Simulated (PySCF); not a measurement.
Frontier orbitals and the lowest excitations

Compound: C5H8FNSi.
Structure used (GFN2-xTB), in Å, numbered top down from 1:
```
atom  x, y, z in Å
N1     3.4169    0.7086    0.1825
C2     2.3809    0.2356    0.3010
C3     1.0518   -0.2791    0.4466
F4     1.0742   -1.3769    1.3161
C5     0.4522   -0.7173   -0.8924
C6    -1.0658   -0.7591   -0.7377
C7    -1.5251    0.5758   -0.1391
Si8   -0.2142    1.0169    1.1717
H9     0.7341    0.0146   -1.6531
H10    0.8529   -1.6909   -1.1823
H11   -1.5446   -0.9507   -1.6994
H12   -1.3286   -1.5742   -0.0605
H13   -1.5539    1.3375   -0.9207
H14   -2.5351    0.4944    0.2578
H15    0.3194    2.3719    1.0620
H16   -0.5225    0.6018    2.5361
```

Method: TDDFT CAM-B3LYP/def2-SVPD, vertical, gas phase, core orbitals frozen in the response (PySCF 2.14.0, density-fitted response routines).

Frontier orbitals with the atoms that hold most of them (Löwdin shares over 4%, at most four atoms; ? is withheld):

```json
{"orbital": "LUMO+2", "ε (eV)": "1.01", "atoms": "Si8 28%, N1 10%, C2 10%, H15 9%"}
{"orbital": "LUMO+1", "ε (eV)": "0.82", "atoms": "Si8 27%, C7 13%, H13 9%, H15 8%"}
{"orbital": "LUMO", "ε (eV)": "?", "atoms": "?"}
{"orbital": "HOMO", "ε (eV)": "-9.78", "atoms": "C3 20%, N1 18%, Si8 15%, F4 12%"}
{"orbital": "HOMO-1", "ε (eV)": "-10.77", "atoms": "?"}
{"orbital": "HOMO-2", "ε (eV)": "-11.25", "atoms": "C6 14%, N1 14%, C2 11%, C7 10%"}
{"orbital": "HOMO-3", "ε (eV)": "-11.36", "atoms": "N1 35%, C2 28%, Si8 9%, H15 6%"}
```

Task: Which atoms hold the LUMO, and with what shares?

Result: Si8 (bonded to 2 C and 2 H) 19%; C2 (bonded to C and N) 17%; N1 (bonded to C) 15%; C3 (bonded to 2 C, F and Si) 13%. By element: carbon 30% or more, silicon 19%, nitrogen 15%.

Task: Give the leading atoms of the HOMO-1.

Result: Si8 (bonded to 2 C and 2 H) 24%; C7 (bonded to C, Si and 2 H) 23%; C6 (bonded to 2 C and 2 H) 12%; H15 (bonded to Si) 7%. By element: carbon 36% or more, silicon 24%, hydrogen 7% or more.

Task: What is the LUMO energy, and the HOMO–LUMO gap?

Result: ε(LUMO) = 0.62 eV; the gap is 10.40 eV (0.3821 hartree).

Task: How does S1 compare with the orbital gap of 10.40 eV?

Result: S1 is at 6.47 eV (f = 0.0079), 3.92 eV below the gap, made of HOMO→LUMO (64%), HOMO→LUMO+2 (20%). Without the coupling terms of the response equations the lowest excitation would equal the gap.

Next come S2 at 7.51 eV (f 0.038), HOMO→LUMO+2 (40%), HOMO→LUMO (14%); S3 at 7.76 eV (f 0.043), HOMO→LUMO+1 (40%), HOMO→LUMO+3 (14%), HOMO→LUMO (13%); S4 at 7.88 eV (f 0.0098), HOMO→LUMO+1 (39%), HOMO-3→LUMO (12%), HOMO-2→LUMO (11%); S5 at 8.00 eV (f 0.013), HOMO→LUMO+2 (10%), HOMO-7→LUMO (9%), HOMO-2→LUMO (8%).

Löwdin shares depend on the basis, the more so with diffuse functions.

The run took 2.4 min wall on one thread, Intel Xeon at 2.50 GHz (x86_64), no GPU, shared host, and the process peaked at 1.1 GiB of memory.

One conformer stands for the species.
